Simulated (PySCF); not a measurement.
Computed IR spectrum (relative IR intensity) of a molecule C2H9ClOSi2. Coordinates come from a PBE-D3(BJ)/def2-SVP optimisation. Other conformers were not sampled. These are PBE-D3(BJ)/def2-SVP (PySCF) values and carry that method's errors. Frequencies are harmonic and unscaled.

Lines under 2 % of the strongest are left out, and lines within 2 cm⁻¹ are merged.

ν (cm⁻¹): 230 (vw), 278 (vw), 396 (w), 519 (m), 587 (w), 645 (m), 684 (m), 744 (m), 761 (s), 806 (s), 854 (m), 859 (m), 896 (m), 1105 (vs), 1161 (m), 1214 (w), 1384 (vw), 1417 (vw), 1424 (vw), 2126 (s), 2148 (m), 2161 (m), 2926 (m), 3004 (w), 3052 (w) (against the strongest line: vs over 80 %, s over 45 %, m over 15 %, w over 4 %, vw less)

### Question
Which structure fits?
A) CC[SiH2][Si@H](O)Cl
B) C[Si](C)(O)[SiH2]Cl
C) C[SiH2]O[Si@@H](C)Cl
D) CO[Si@H](Cl)[SiH2]C

### Answer
D, CO[Si@H](Cl)[SiH2]C
